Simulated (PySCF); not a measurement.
Compound: C7H7ClO3.
Atom-mapped SMILES: `[CH3:1][O:2][c:3]1[o:4][c:5]([C:6](=[O:7])[Cl:8])[cH:9][c:10]1[CH3:11]`

NICS is the negative of the GIAO shielding at a point without a nucleus: at the ring centre (0) and 1 Å above and below it (1); zz is the component along the ring normal. Level: GIAO PBE0/pcSseg-1 (PySCF, non-relativistic, gas phase) on the GFN2-xTB geometry, one conformer.

Ring bond lengths (Å), with Mayer bond orders in brackets: C3–O4 1.332 (1.13), O4–C5 1.368 (0.96), C5–C9 1.384 (1.40), C9–C10 1.401 (1.35), C10–C3 1.386 (1.43).

**Question.** What do the NICS probes read (ppm)?

**Answer.** 
```tsv
ring	type	NICS(0)	NICS(1), two faces	NICS(1)zz, two faces	rms pucker (Å)	centre to ring atoms, mean (Å)
C3–O4–C5–C9–C10	5-membered ring with O; formal bonds all aromatic	-10.9	-9.2 / -9.1	-19.9 / -19.8	0.00	1.17
```

**Question.** What can be read from them?

**Answer.** 
- C3–O4–C5–C9–C10: mean NICS(1)zz -19.9 ppm, shielded.

**Question.** What does the geometric index give? HOMA takes Krygowski's 1993 parameters.

**Answer.** 
- C3–O4–C5–C9–C10: HOMA 0.52; the largest term is that of O4–C5, α(R − Ropt)² = 1.67.

**Question.** Give the inner angles of the rings and the Hirshfeld charges of the ring atoms.

**Answer.** 
- C3–O4–C5–C9–C10: C3 111.8° (+0.161 e), O4 106.9° (-0.053 e), C5 109.1° (+0.009 e), C9 107.5° (-0.049 e), C10 104.7° (-0.040 e); sum 540.0° against 540° for a flat convex ring.

**Question.** What are the shieldings of the ring atoms and their hydrogens in the same run (means over atoms taken as equivalent)?

**Answer.** 
| atoms | environment | σ isotropic (ppm) | principal values of the symmetric part, first atom (ppm) |
| --- | --- | --- | --- |
| C3 | aromatic carbon bearing oxygen | 18.3 | -41.7, 27.9, 68.8 |
| O4 | furan-type oxygen | 49.4 | -80.7, 23.4, 205.6 |
| C5 | substituted aromatic carbon | 48.1 | -13.3, 59.9, 97.5 |
| C9 | aromatic CH carbon | 50.8 | -32.6, 31.8, 153.2 |
| C10 | substituted aromatic carbon | 79.8 | 37.2, 52.2, 150.0 |
| H on C9 | aromatic hydrogen | 24.10 | 21.6, 23.8, 26.9 |

The run took 64 s of wall time (grids of density and orbitals included) on Intel Xeon Platinum 8375C at 2.90 GHz, one thread, on a shared host, and the process peaked at 1.1 GiB of memory. This is the whole shielding run at PBE0/pcSseg-1, SCF included.

Shape of the structure used: `[CH3:1][O:2][c:3]1[o:4][c:5]([C:6](=[O:7])[Cl:8])[cH:9][c:10]1[CH3:11]`: C1–O2–C3–O4 -1°, O4–C5–C6–O7 180°.
